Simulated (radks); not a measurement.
The numbers below are computed, except where a source is named.
The bromine ion Br7+, configuration [Ar] 3d10. Code: a radial shooting solver on a logarithmic mesh with Libxc functionals. Model: scalar-relativistic Kohn-Sham, PBEsol, spin-polarised, spherical densities, finite nucleus; Fermi nuclear charge, rms radius 4.1629 fm.

Normalised radial functions P(r) = r R(r), r in bohr:

r	2p
0.001637	0.0041
0.002403	0.0082
0.0035	0.0163
0.005138	0.0330
0.007543	0.0662
0.01099	0.1292
0.01613	0.2499
0.02368	0.4658
0.03477	0.8210
0.05063	1.3216
0.07434	1.9142
0.1091	2.3487
0.159	2.2872
0.2334	1.6099
0.3426	0.7191
0.503	0.1707
0.7326	0.0179
1.076	0.0005
1.579	0.0000
2.3	0.0000
3.377	0.0000

2p: eigenvalue -1639.9 eV, 0 radial nodes, <r> = 0.165 bohr, 90 % of the charge inside 0.270 bohr.
